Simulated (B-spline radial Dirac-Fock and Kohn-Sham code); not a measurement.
Auger decay of the L2 hole in W⁶⁺

System: W⁶⁺, configuration 1s2 2s2 2p6 3s2 3p6 3d10 4s2 4p6 4d10 4f14 5s2 5p6, inside a Watson sphere of charge -6 and radius 1.6 Å (a model of the Madelung potential; inside it an electron's potential energy is raised by 54.0 eV).

Input of the calculation (task.json; shells as n, l, electrons):

```json
{"items": [{
  "Z": 74,
  "q": 6,
  "cfg": [[1, 0, 2], [2, 0, 2], [2, 1, 6], [3, 0, 2], [3, 1, 6], [3, 2, 10], [4, 0, 2], [4, 1, 6], [4, 2, 10], [4, 3, 14], [5, 0, 2], [5, 1, 6]],
  "A": 184,
  "rrms": 5.3658,
  "watson": [-6, 1.6],
  "do": ["binding", "quiet", "decay"],
  "holes": ["K", "L1", "L2", "L3", "M1", "M2", "M3", "M4", "M5", "N1", "N2", "N3", "N4", "N5", "N6", "N7"]
}]}
```

Launch: `python xray_run.py task.json out`

These are calculated numbers from an atomic code on a B-spline grid; the model is independent-particle rates on relativistic LDA orbitals of the hole state (multipoles up to L = 3, Coulomb Auger matrix elements, transition energies from Dirac-Fock). Kinetic energies are configuration averages from the vacuum level; the two-hole energies are estimated from single-hole states.

```
transition  kinetic energy (eV)  width (meV)  share (%)
   L2-L3N1                660.2         29.8        0.9
   L2-L3N2                762.9          194        5.6
   L2-L3N3                833.7         55.6        1.6
   L2-L3N4               1004.1          257        7.4
   L2-L3N5               1018.0         74.5        2.2
   L2-L3O2               1237.4         30.7        0.9
   L2-M1M2               6048.4          101        2.9
   L2-M2M2               6281.4         98.9        2.9
   L2-M2M3               6583.4          289        8.3
   L2-M2M4               6997.5          147        4.2
   L2-M2M5               7052.1          239        6.9
   L2-M3M4               7285.8          191        5.5
   L2-M4M4               7691.8          154        4.4
   L2-M4M5               7753.4          648       18.7
   L2-M2N2               8398.4         38.3        1.1
   L2-M2N3               8465.9         64.2        1.9
   L2-M2N5               8649.5         47.7        1.4
   L2-M3N2               8689.5         45.0        1.3
   L2-M3N4               8929.6         31.8        0.9
   L2-M5N2               9164.6         32.5        0.9
   L2-M4N3               9171.7         39.9        1.2
   L2-M4N4               9343.4         51.6        1.5
   L2-M4N5               9355.1          118        3.4
   L2-M5N4               9404.6         88.5        2.6
```

The listed channels hold 88 % of the non-radiative rate. Summed by principal shells, of 3.47 eV in all: LMM 56.3 %, LMN 20.7 %, LLN 18.2 %, LNN 1.8 %, LMO 1.4 %, LLO 1.3 %.
